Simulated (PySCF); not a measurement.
A calculated (MN15, PySCF 2.14, pcseg-2, the non-relativistic Hamiltonian (point nucleus)) atom or ion has these occupied shells.

```
shell  electrons  orbital energy (eV)  rms radius, mean of both spins (bohr)
 1s β          1              -6356.2                                 0.0714
 1s α          1              -6356.1                                 0.0714
 2s α          1              -725.89                                  0.309
 2s β          1              -725.10                                  0.309
 2p α          3              -632.86                                  0.275
 2p β          3              -631.75                                  0.275
 3s α          1              -87.038                                  0.937
 3s β          1              -84.247                                  0.937
 3p α          3              -59.666                                  0.990
 3p β          3              -55.474                                  0.990
 3d α          5              -11.651                                   1.34
 4s α          1               -6.627                                   3.49
 4s β          1               -5.789                                   3.49
```

Problem. Name the element and its charge.

Solution. Mn (manganese, neutral), in [Ar] 3d5 4s2, high-spin 6S determinant.
